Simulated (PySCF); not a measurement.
Si(Br)(OH)(NH2)2 (BrH5N2OSi), SMILES N[Si](N)(O)Br.

The structure is a stationary point at PBE0-D3(BJ)/def2-SVP. The structure was generated by enumeration, and PubChem lists no compound with its InChIKey, so it may never have been made. Other conformers were not sampled.

Method: PBE/def2-TZVP (PySCF).

```
Item                                                                                                            Value
---------------------------------------------------------------------------------------------  ----------------------
total energy                                                                                      -3050.90946 hartree
highest occupied level                                                                                       -6.26 eV
lowest empty level                                                                                           -0.28 eV
orbital gap                                                                                                   5.98 eV
dipole moment                                                                                                  1.43 D
quadrupole, principal values (traceless, Buckingham form, about the centre of nuclear charge)  -10.38, 3.05, 7.33 D·Å
mean static polarisability                                                                       63.2 bohr³ (9.37 Å³)
polarisability, principal values                                                               56.6, 59.4, 73.7 bohr³
```
